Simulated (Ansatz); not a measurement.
This geometry of ClFH₄O₃Zr (10 atoms, charge 0, multiplicity 1) is a first-order saddle point.

These are results of RKS BLYP-D4/def2-SVP (Ansatz), not measurements.

```xyz
10
Properties=species:S:1:pos:R:3
Zr 0.068 0.238 0.064
Cl 0.641 -0.355 2.738
O 1.722 -0.278 -0.785
H 2.306 -0.688 -1.441
O -0.903 1.396 -1.151
H -1.598 1.601 -1.794
O -1.104 -1.306 0.115
H -1.498 -2.103 0.498
F 0.599 1.887 1.335
H 0.745 1.080 2.239
```

Question: Which two structures does it join? (They come from a converged band through this point; their orientation in space is the band's.)

Answer: Bonds broken: Zr1–Cl2, F9–H10. Bonds formed: Cl2–H10. ClFH4O3Zr becomes ClH + FH3O3Zr.

Image 0:

```xyz
10
Properties=species:S:1:pos:R:3
Zr -0.024 -0.053 0.181
Cl 0.021 -0.028 2.703
O 1.662 -0.401 -0.695
H 2.418 -0.576 -1.272
O -1.132 1.272 -0.688
H -1.508 1.961 -1.255
O -1.017 -1.691 -0.029
H -1.541 -2.494 -0.156
F 1.150 1.925 1.072
H 0.947 1.556 1.958
```

Image 6:

```xyz
10
Properties=species:S:1:pos:R:3
Zr -0.142 0.400 -0.189
Cl 1.468 -0.529 3.052
O 1.615 -0.100 -0.819
H 2.470 -0.461 -1.095
O -1.049 1.432 -1.554
H -1.511 1.732 -2.350
O -1.216 -1.140 0.275
H -1.584 -2.004 0.510
F 0.038 1.576 1.392
H 0.888 0.565 2.595
```

Question: How far does it lie above each of them?

Answer: 0.186 eV above the first and 0.241 eV above the second. This is the barrier of this one path; another mechanism may lie lower. The orbitals stay closed-shell, which can raise the energy where a bond breaks towards radicals; this wasn't checked here.

Run time: 3.9 min on 4 threads of Arm Neoverse V1 (shared host), peak memory 0.19 GiB.
